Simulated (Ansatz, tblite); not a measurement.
Cost and result up the ladder for the cluster Na₆ (6 atoms). The state is a singlet with charge 0. Geometry: B3LYP/def2-SVP.

```xyz
6

Na    0.465   -1.296    3.683
Na    0.144    1.361    1.575
Na    0.100   -2.052    0.383
Na   -0.272   -2.571   -2.972
Na   -0.188    3.866   -0.712
Na   -0.249    0.693   -1.957
```

Ansatz on 4 threads of Arm Neoverse V2 on a shared host; xTB runs through tblite on one thread. Times are rough, summed over both states, and most runs start from the orbitals of an earlier one. No level here is sound enough to serve as a yardstick. The other state is a doublet.

The xTB rows come from tblite. Correlated methods freeze 6 core orbitals; core or outer-core shells of Na are correlated, in sets that lack core-valence functions. The rows differ in basis, and correlated rows in double-zeta sets carry the largest basis error. In CCSD on the charge 1 doublet the largest single amplitude is 0.21, so its Hartree–Fock determinant may place the open shell otherwise than the density functionals do. The structure comes from a short search, and lower isomers may exist.

Run but left out: HF/def2-SVP (singlet: restricted singlet, unstable towards broken spin symmetry); PBE/def2-TZVP (charge +1 doublet: an occupied level 0.04 eV above an empty one); MP2/def2-SVP (charge +1 doublet: ⟨S²⟩ 1.33, where a pure state has 0.75).

Correlated methods converge slowly with the basis, most of all in double-zeta sets.

Raw xTB energies of ions are shifted by several eV.

| level | functions | wall time |
| --- | --- | --- |
| GFN2-xTB | 24 | 0.004 s |
| GFN1-xTB | 24 | 0.005 s |
| PBE0/def2-TZVP | 192 | 23 s |
| CCSD(T)/def2-SVP | 90 | 43 s |

(1) Estimate what each level gives for the vertical IE (eV).

Results:

(1) 
```csv
level,vertical IE (eV),remarks
GFN2-xTB,6.65,–
GFN1-xTB,9.33,–
PBE0/def2-TZVP,4.47,restricted SCF unstable in HF (singlet)
CCSD(T)/def2-SVP,4.41,"restricted SCF unstable (singlet), spin-contaminated (⟨S²⟩ 1.33) (+1 doublet)"
```
